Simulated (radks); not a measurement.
All-electron atom: Sb I in [Kr] 4d10 5s2 5p3. All-electron calculation, scalar-relativistic Kohn-Sham, PBEsol, spin-polarised, spherical densities, finite nucleus; open shells are filled with parallel spins first (spin-orbit coupling, left out, can overturn this in heavy ions); Fermi nuclear charge, rms radius 4.6802 fm; hard spherical wall at 4 bohr. Program: a radial shooting solver on a logarithmic mesh with Libxc functionals.

Radial electron density D(r) = 4 pi r^2 rho(r):

r (bohr)  D(r) (e/bohr)   spin D(r)
0.002465          7.746  -0.0000973
0.003209          11.72   -0.000136
0.004179          17.32   -0.000173
0.005441          24.86   -0.000174
0.007085          34.32  -0.0000554
0.009226          45.08    0.000390
0.01201           55.59     0.00161
0.01564           63.38     0.00446
0.02037           65.95      0.0104
0.02652           62.86      0.0215
0.03454           57.97      0.0388
0.04497           58.62      0.0595
0.05856           69.07      0.0721
0.07625           82.14      0.0584
0.09929           82.76      0.0146
0.1293            68.36     -0.0153
0.1684            58.96      0.0356
0.2192            66.58       0.130
0.2854            67.90       0.105
0.3717            45.23    0.000304
0.484             23.98       0.120
0.6302            23.27       0.337
0.8206            24.37       0.148
1.069             16.05     -0.0550
1.391             7.964       0.557
1.812             4.792        1.63
2.359             3.293        1.91
3.072             1.258       0.874

D(r) has 4 maxima, at r = 0.0199, 0.0881, 0.257, 0.745 bohr, and minima at 0.0389, 0.168, 0.550 bohr, inside which lie 1.99, 11.18, 29.02 electrons.
